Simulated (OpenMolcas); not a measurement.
An atom or ion with 6 electrons was computed by SS-CASPT2, IPEA 0.25 Eh, imaginary shift 0.1 Eh with spin-orbit coupling (OpenMolcas, ANO-RCC-VQZP, DKH2). The lowest levels that the run gave, each within 12 % of the measured value where one is at hand:

```csv
J,Parity,E (cm-1),g
0,even,0.0,
1,even,15.1,1.501
2,even,45.1,1.501
2,even,9680,1.000
0,even,20020,
2,odd,31170,2.002
2,odd,61740,1.167
1,odd,61740,0.499
3,odd,61740,1.334
0,odd,75250,
1,odd,75250,1.501
2,odd,75250,1.501
```

Task: Which ion is it, and what are the configurations and terms?

Result: C (Z = 6, neutral; active space 4 electrons in 4 orbitals (2s 2p)). J, parity and g give the terms where levels are pure, and mixed ones are named by the computed weights; the size of the splittings, set against known spectra of the 6-electron sequence, gives the charge. In order, with the measured energies in cm-1 (NIST Handbook of Basic Atomic Spectroscopic Data): 2s2 2p2 3P0, 2s2 2p2 3P1 (16.4), 2s2 2p2 3P2 (43.4), 2s2 2p2 1D2 (10193), 2s2 2p2 1S0 (21648), 2s 2p3 5S* 2 (33735), 2s 2p3 3D* 2 (64091), 2s 2p3 3D* 1 (64090), 2s 2p3 3D* 3 (64087), 2s 2p3 3P* 0 (75256), 2s 2p3 3P* 1 (75254), 2s 2p3 3P* 2 (75255).

Term energies are means over components that CASPT2 splits; among the terms shown or strongly mixed into the levels shown the widest spread is 260 cm-1 (2s 2p3 3D*). Over all roots computed the reference weight is 0.93 to 0.99; the roots of lowest weight are the least certain, and an intruder state may touch them. Measured partners are found by configuration, term and J. A level has none where our copy of the source lacks it or the pairing is in doubt (some pairs that miss far off the trend of their configuration count as doubtful), and it then counts in no deviation. Only configurations of the active space appear.

* marks odd parity.
